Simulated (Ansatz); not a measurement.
Input file for `FB(F)O[SiH3]`:

```yaml
crystal:
  periodic: [false, false, false]
  atoms:
    - {symbol: F, position_ang: [1.644602, -1.936190, 1.091784]}
    - {symbol: B, position_ang: [0.585688, -1.261656, 0.687717]}
    - {symbol: F, position_ang: [-0.607684, -1.793887, 0.922398]}
    - {symbol: O, position_ang: [0.726551, -0.084406, 0.064777]}
    - {symbol: Si, position_ang: [-0.345075, 1.014923, -0.568171]}
    - {symbol: H, position_ang: [-1.234605, 1.517569, 0.506121]}
    - {symbol: H, position_ang: [0.469501, 2.116517, -1.124906]}
    - {symbol: H, position_ang: [-1.146877, 0.370030, -1.635519]}
basis:
  gaussian: {orbitals: def2-SVP}
correlation: {method: ccsd_t}
```

```sh
$ ansatz run in.yaml --threads 2 --pin off --events-out ev --progress --plain
```

Log, shortened:

```
Functional definition: HF
841 factors; integrals over basis functions are off by at most 1.1e-3 eV
mean field evaluation 1: about -16024.4399 eV, gradient 4.0e1 eV
mean field evaluation 2: about -16024.4952 eV, gradient 4.0e1 eV
mean field evaluation 4: about -16027.5360 eV, gradient 2.6e0 eV
mean field evaluation 8: about -16027.5661 eV, gradient 2.2e-1 eV
mean field -16027.56622683 eV, -589.0021949615 hartree, gradient 1.6e-6 eV, S^2 0.000000; 0 other end points of the search recorded, 0 dependent functions left out
9 core orbitals not correlated: weight in the atoms' cores, before any rotation towards them, 1.000 or more for the frozen orbitals, at most 0.000 for the correlated occupied ones
reference -16027.56622683 eV, -589.0021949615 hartree; 15, 15 occupied and 65, 65 virtual orbitals, 841 factors
second order -19.68738199 eV of doubles, -0.00000000 eV of singles
cycle   1  -19.93681175 eV  change   -2.5e-1 eV  update   1.0e-1
cycle   2  -20.39691981 eV  change   -4.6e-1 eV  update   2.7e-2
cycle   3  -20.51003104 eV  change   -1.1e-1 eV  update   1.4e-2
cycle   4  -20.50146982 eV  change    8.6e-3 eV  update   2.7e-3
cycle   5  -20.50012052 eV  change    1.3e-3 eV  update   9.4e-4
cycle   6  -20.50042524 eV  change   -3.0e-4 eV  update   2.4e-4
cycle   7  -20.50029323 eV  change    1.3e-4 eV  update   7.0e-5
cycle   8  -20.50023789 eV  change    5.5e-5 eV  update   2.1e-5
cycle   9  -20.50023864 eV  change   -7.5e-7 eV  update   7.2e-6
perturbative correction -0.38547848 eV, -0.0141660728 hartree
Total energy: -16048.45194395 eV, -589.7697309089 hartree
```

Run time 2.7 s (2 threads of a server CPU on a shared host); peak host memory 0.32 GiB.

The correlation energy is -20.886 eV, 1.8 % of it from (T); the T1 diagnostic reads 0.0123.
